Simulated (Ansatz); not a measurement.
Cost and result up the ladder for the cluster Cs4H3 (7 atoms). Total charge 0; doublet. Geometry: PBE0-D4/def2-TZVP.

```xyz
7

Cs    0.0142   -0.2889   -0.7499
Cs    0.1147   -2.4465   -6.3433
Cs    2.4264    2.1081    2.0587
Cs   -2.5163   -0.2110    2.8613
H    -2.4671   -1.1648    0.3824
H     2.4684    1.1509   -0.4192
H    -0.0404    0.8522    2.2101
```

Ansatz on 4 threads of Arm Neoverse V2 on a shared host. Times are rough, and most runs start from the orbitals of an earlier one. PBE0-D4/def2-TZVP serves as the yardstick here, not as an exact answer. Binding counts from free atoms at the same level (Cs doublet, H doublet; other spins of the atoms weren't run), without zero-point energy or a counterpoise term.

In the def2 sets Cs takes a core potential; there is no spin–orbit coupling. HSE06 is defined as in plane-wave codes, on full-range PBE exchange. Correlated methods freeze no core orbitals; core or outer-core shells of Cs are correlated, in sets that lack core-valence functions. Another isomer (doublet) lies 0.54 eV lower at PBE0-D4/def2-TZVP; other spin states weren't run for this one.

Correlated methods converge slowly with the basis.

```tsv
level	functions	wall time	binding energy per atom (eV)	difference from PBE0-D4/def2-TZVP (eV)
PBE0-D4/def2-TZVP	134	5.5 s	1.14	0.00
PBE-D4/def2-TZVP (with forces)	134	5.5 s	1.15	0.01
HSE06-D4/def2-TZVP	134	5.5 s	1.13	-0.01
r2SCAN-D4/def2-TZVP	134	12 s	1.15	0.01
r2SCANh-D4/def2-TZVP	134	13 s	1.15	0.01
CCSD(T)/def2-TZVP	134	2.2 min	0.98	-0.16
```
